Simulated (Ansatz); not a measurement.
Computed with Ansatz on PBE0-D4/def2-TZVP structures; ΔE is electronic, products minus reactants. CCSD(T)/CBS adds triple-zeta CCSD(T) − MP2 to the extrapolated MP2 energy (def2 sets, frozen cores). This one scheme is used for every species. Functionals use def2-TZVPP. One conformer a species, not always the lowest.

Reaction (redistribution): `[CH3][AlH][SH]` + `C=NCO[SiH3]` → `C=[N][AlH][SH]` + `CCO[SiH3]`

`[CH3][AlH][SH]`:

Z-matrix (Å, degrees):
```
C
Al 1 1.943
H 1 1.092 2 112.5
H 1 1.095 2 110.7 3 120.9
H 1 1.095 2 110.8 3 -121.0
S 2 2.188 1 118.2 3 -0.6
H 2 1.585 1 124.4 3 179.4
H 6 1.344 2 93.8 1 -180.0
```

`C=NCO[SiH3]`:

```xyz
12

C    -1.257   -1.047    1.666
N    -1.644   -0.049    1.003
C    -0.798    0.506    0.000
O     0.438   -0.152   -0.149
Si    1.602    0.320   -1.211
H    -0.287   -1.528    1.518
H    -1.922   -1.451    2.427
H    -0.637    1.561    0.261
H    -1.358    0.479   -0.944
H     2.034    1.717   -0.929
H     1.095    0.263   -2.610
H     2.733   -0.618   -1.033
```

`C=[N][AlH][SH]`:

```xyz
8

C     0.270    1.974    0.297
N     0.105    0.743    0.262
Al   -0.133   -0.983    0.222
S    -0.264   -1.914   -1.750
H    -0.572    2.684    0.315
H     1.269    2.437    0.311
H    -0.244   -1.803    1.560
H    -0.430   -3.137   -1.218
```

`CCO[SiH3]`:

```xyz
12

C    -0.114    1.317   -1.399
C    -0.511    0.370   -0.295
O     0.641   -0.295    0.188
Si    0.573   -1.403    1.398
H     0.354    0.772   -2.221
H    -0.992    1.841   -1.785
H     0.597    2.058   -1.030
H    -1.237   -0.365   -0.668
H    -0.994    0.921    0.523
H    -0.304   -2.548    1.023
H     0.027   -0.797    2.645
H     1.960   -1.872    1.621
```

```csv
level,ΔE (kJ/mol)
PBE,-58.6
r2SCAN,-64.5
HF/def2-TZVPP,-78.4
HF/def2-QZVPP,-79.1
```

Q: What does CCSD(T)/CBS give? (An estimate is asked.)

A: Ansatz gave: -66.3 kJ/mol. The listed levels differ from it by 7.7, 1.8, -12.1, -12.8 kJ/mol.

Largest T1 diagnostic among the species: 0.013.

In def2-TZVPP, CCSD(T) changes the Hartree–Fock value by +13.0 kJ/mol (the triples alone add +2.4 kJ/mol) and MP2 by +10.0 kJ/mol.
